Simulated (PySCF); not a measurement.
`InChI=1S/C8H5F/c1-2-8-4-3-6(8)5-7(8)9/h1,3-6H/t6-,8-/m1/s1`

Geometry:
| atom | x (Å) | y (Å) | z (Å) |
| --- | --- | --- | --- |
| C1 | 2.610 | 0.734 | -1.125 |
| C2 | 1.597 | 0.412 | -0.573 |
| C3 | 0.396 | 0.023 | 0.092 |
| C4 | -0.180 | 0.906 | 1.193 |
| C5 | -1.389 | 0.969 | 0.649 |
| C6 | -1.044 | 0.097 | -0.539 |
| C7 | -1.144 | -1.390 | -0.268 |
| C8 | 0.068 | -1.445 | 0.267 |
| F9 | 0.796 | -2.405 | 0.835 |
| H10 | 3.497 | 1.017 | -1.609 |
| H11 | 0.285 | 1.287 | 2.081 |
| H12 | -2.321 | 1.418 | 0.932 |
| H13 | -1.228 | 0.462 | -1.542 |
| H14 | -1.945 | -2.086 | -0.414 |

The calculation used PySCF 2.14.0, GIAO B3LYP/pcSseg-1 magnetisability, rotational g tensor and spin-rotation constants, non-relativistic, gas phase. Geometry: GFN2-xTB.

Give the nuclear spin-rotation constants along the inertial axes (H = +C I·J) beside the isotropic shieldings.

Rotational constants 2.1542, 1.8878, 1.2712 GHz. A star marks the isotopologue with that one atom substituted, in its own axes.
```
atom  isotope  Caa (kHz)  Cbb (kHz)  Ccc (kHz)  mean (kHz)  σ (ppm)
  F9      19F      3.093      2.358      1.251       2.234    258.0
 H10       1H      0.051     -0.218     -0.147      -0.105     29.8
 H11       1H     -0.229     -0.205      0.139      -0.099     24.9
 H12       1H     -0.026      0.029     -0.139      -0.045     24.9
 H13       1H     -0.239     -0.156      0.037      -0.120     28.2
 H14       1H      0.087     -0.175     -0.104      -0.064     26.4
  C1     13C*      0.211      0.604      0.399       0.405     99.4
  C2     13C*     -0.002      0.698      0.458       0.385    101.9
  C3     13C*      0.494      0.381      0.251       0.375    124.2
  C4     13C*      0.489      0.657      0.630       0.592     27.4
  C5     13C*      0.751      0.611      0.513       0.625     25.3
  C6     13C*      0.362      0.408      0.259       0.343    132.8
  C7     13C*      0.716      0.728      0.246       0.563     62.0
  C8     13C*      0.743      0.965      0.419       0.709      1.5
```
For the geometry as given, no vibrational averaging.
